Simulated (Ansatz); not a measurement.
C2F6 (hexafluoroethane): the energy, rung by rung

The species is C2F6 (8 atoms), meant as a singlet with charge 0. SMILES: `FC(F)(F)C(F)(F)F`. Geometry: optimised at PBE0/def2-SVP.

Quantity: the adiabatic ionisation energy (to the doublet cation, shapes relaxed at PBE0/def2-SVP, no zero-point term), in eV. The values are calculated.

```
           level                    kind  program  value (eV)  less CCSD(T)/def2-SVP  CPU time (all runs)
     HF/def2-SVP            Hartree–Fock   Ansatz       12.48                  -0.04                3.2 s
  SVWN5/def2-SVP                     LDA   Ansatz       11.96                  -0.56                3.5 s
    PBE/def2-SVP                     GGA   Ansatz       11.68                  -0.84                7.9 s
 r2SCAN/def2-SVP                meta-GGA   Ansatz       12.05                  -0.47                 16 s
PBE0-D4/def2-SVP           global hybrid   Ansatz       12.29                  -0.23                9.7 s
wB97M-V/def2-SVP  range-separated hybrid   Ansatz       12.41                  -0.11                 37 s
 B2PLYP/def2-SVP           double hybrid   Ansatz       12.34                  -0.18                 14 s
RPA@PBE/def2-SVP                     RPA   Ansatz       12.40                  -0.12                 12 s
CCSD(T)/def2-SVP   coupled cluster or CI   Ansatz       12.52                   0.00              2.1 min
```

Differences are taken from CCSD(T)/def2-SVP for orientation; it has basis-set and higher-order errors of its own. The values span 11.68 to 12.52 eV. CPU times are rough (shared hosts, several kinds of processor): they show what a rung costs within a factor of a few.
